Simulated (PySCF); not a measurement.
Computed shifts of a molecule ClH7OSi3, PySCF with PBE/pcSseg-1, GIAO, gas phase, atoms alike by connectivity averaged where their shifts nearly agree, in ppm (number of nuclei): ²⁹Si: -24.0 (1), -27.6 (1), -33.1 (1). ¹H: 5.81 (2), 5.73 (2), 5.38 (3). References: ²⁹Si against TMS (σ = 335.4 ppm); ¹⁷O against H2O (σ = 334.3 ppm); ³⁵Cl against HCl (σ = 936.5 ppm); ¹H against TMS (σ = 31.49 ppm), references at their B3LYP-D3(BJ)/def2-TZVP geometries, non-relativistic (without spin–orbit terms, shifts of atoms bonded to Cl or Br come out too high). Geometry optimised at B3LYP-D3(BJ)/def2-SVP. The values are those of a single conformer.

Problem. Identify the compound among the candidates.
(A) O[Si@@H](Cl)[SiH2][SiH3]
(B) [SiH3]O[SiH2][SiH2]Cl
(C) O[SiH2][SiH2][SiH2]Cl
(D) O[Si@H]([SiH3])[SiH2]Cl

Solution. B, [SiH3]O[SiH2][SiH2]Cl
